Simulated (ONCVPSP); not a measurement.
**Which change was made? (Hf, ONCV)**

```json
{
 "Element": "Hf (Z = 72)",
 "Generator": "ONCVPSP 4.0.1",
 "Type": "optimised norm-conserving Vanderbilt (ONCV)",
 "Functional": "PBE",
 "Relativity": "scalar-relativistic",
 "Frozen core": "[Kr] 4d10",
 "Valence charge": "26",
 "Reference configuration": "4f14 5s2 5p6 5d2 6s1 (charge +1)",
 "Partial waves": "5s+6s: rc 2.15 bohr, ncon 5, nbas 9, qcut 6.7 1/bohr, 2 projectors; 5p: rc 1.55 bohr, ncon 3, nbas 7, qcut 8.6 1/bohr, 2 projectors, debl 2.6 Ha; 5d: rc 2.35 bohr, ncon 4, nbas 9, qcut 5.9 1/bohr, 3 projectors, debl 2.7 Ha; 4f: rc 0.65 bohr, ncon 3, nbas 8, qcut 24.4 1/bohr, local",
 "Local potential": "the f channel",
 "Core correction": "polynomial model core, fcfact 0.25"
}
```

Cutoffs, loose and tight: the cutoffs (Ha) at which the residual kinetic energy of the hardest occupied pseudo-wave falls to 1 and 0.1 mHa per electron. They do not see the model core or the augmentation charge, which bear on the density cutoff. Test errors are all-electron minus pseudo excitation energies from the reference, over the configurations 4f14 5s2 5p6 5d2 6s2; 4f14 5s2 5p6 5d2 6s0; 4f14 5s2 5p6 5d1 6s0; 4f14 5s2 5p6 5d0 6s0; variants that change the core or the reference have their own tests.

The base gives: outcome: generated; cutoff, loose: 259 Ha; cutoff, tight: 283 Ha; bound ghosts: s, p, d; GHOST(+) flags above zero: none; largest test error (meV): -20.

(1) After one change the result is: outcome: generated; cutoff, loose: 846 Ha; cutoff, tight: 1787 Ha; bound ghosts: s, p, d; GHOST(+) flags above zero: p; largest test error (meV): -31. Which change was it?
A. all radii but the core radius scaled by about 1.11 (s 2.38, p 1.72, d 2.60, f 0.72 bohr)
B. all radii but the core radius scaled by about 1.30 (s 2.80, p 2.02, d 3.06, f 0.84 bohr)
C. all radii but the core radius scaled by about 0.78 (s 1.68, p 1.22, d 1.84, f 0.50 bohr)

## Answers

(1) C. The others give: all radii but the core radius scaled by about 1.30 (s 2.80, p 2.02, d 3.06, f 0.84 bohr) → outcome: generated; cutoff, loose: 218 Ha; cutoff, tight: 242 Ha; bound ghosts: s, p, d; GHOST(+) flags above zero: none; largest test error (meV): +100 | all radii but the core radius scaled by about 1.11 (s 2.38, p 1.72, d 2.60, f 0.72 bohr) → outcome: generated; cutoff, loose: 242 Ha; cutoff, tight: 265 Ha; bound ghosts: s, p, d; GHOST(+) flags above zero: none; largest test error (meV): +15.
